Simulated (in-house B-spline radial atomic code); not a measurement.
RPA and G0W0 on CAM-B3LYP: the krypton ion Kr⁷⁺

Configuration [Ar] 3d10 4s1, highest spin, mean-field start CAM-B3LYP. Computed with an all-electron radial atomic-structure program (B-spline basis): all electrons, scalar-relativistic (spin-free one-electron X2C), finite nucleus, each spin shell either full or empty, empty states to l = 9 with an (l + 1/2)⁻⁴ tail; G0W0 by contour deformation at full frequency.

Command:
```bash
python run_gw.py task.json out
```
Settings (radii: box in bohr, nucleus in fm):
```
Z                        36
electrons                29
configuration            [Ar] 3d10 4s1
hamiltonian              x2c
method                   camb3lyp
lmax                     9
rms_radius               4.1884
spin_polarised           True
box_radius               8.41
intervals                67
ion_configuration        [Ar] 3d10
```

Time taken, with all properties: 8.7 s on 1 thread of Arm Neoverse N1, with other jobs on the host.

Energies (hartree):

```tsv
term	value
mean-field total	-2776.41896
Hartree-Fock functional on these orbitals	-2774.70926
direct second order	-2.4326
second-order exchange	0.71577
SOSEX correction	0.67072
```

Question: What is the RPA correlation energy, and what remains with SOSEX?

Answer: RPA gives -2.1755 hartree (-2.04 eV per electron); RPA + SOSEX gives -1.5048, and the second-order doubles -1.7168 hartree (no singles). SOSEX takes back 31 % of the RPA value.

Quasi-particle levels (eV):

```json
{"level": "4s up", "occupied": "yes", "mean field": "-122.98", "Σx - vxc": "-2.00", "Σc": "?", "QP weight": "?", "G0W0": "?"}
{"level": "3d down", "occupied": "yes", "mean field": "-200.17", "Σx - vxc": "-14.59", "Σc": "2.60", "QP weight": "0.966", "G0W0": "-212.15"}
{"level": "3d up", "occupied": "yes", "mean field": "-200.51", "Σx - vxc": "-14.61", "Σc": "2.58", "QP weight": "0.951", "G0W0": "-212.54"}
{"level": "3p down", "occupied": "yes", "mean field": "-316.53", "Σx - vxc": "-24.61", "Σc": "7.77", "QP weight": "0.907", "G0W0": "-333.37"}
{"level": "4s down", "occupied": "no", "mean field": "-114.33", "Σx - vxc": "7.61", "Σc": "-2.56", "QP weight": "0.973", "G0W0": "-109.28"}
```

G0W0 = mean field + (Σx - vxc) + Σc, with Σc (partial-wave tail included) taken at the quasi-particle energy. Only the outer levels were computed.

Question: Where does G0W0 put 4s up?

Answer: At -126.87 eV, with Σc = -1.88 eV and a quasi-particle weight of 0.982. The tabulated removal energy is 125.802 ± 0.003 eV (NIST, measured); the calculation leaves out spin-orbit coupling, Breit and QED terms, and what these don't explain is the method's own error.

Question: What does it cost to remove one electron (to [Ar] 3d10) by differences of total energies, each species on its own start (correlation terms add to the Hartree-Fock functional)?

Answer: CAM-B3LYP 127.42 eV, Hartree-Fock functional 124.64 eV, + RPA 126.42 eV, + RPA + SOSEX 125.73 eV, + second order 126.09 eV. Tabulated: 125.802 ± 0.003 eV (NIST, measured); the calculation leaves out spin-orbit coupling, Breit and QED terms, and what these don't explain is the method's own error.
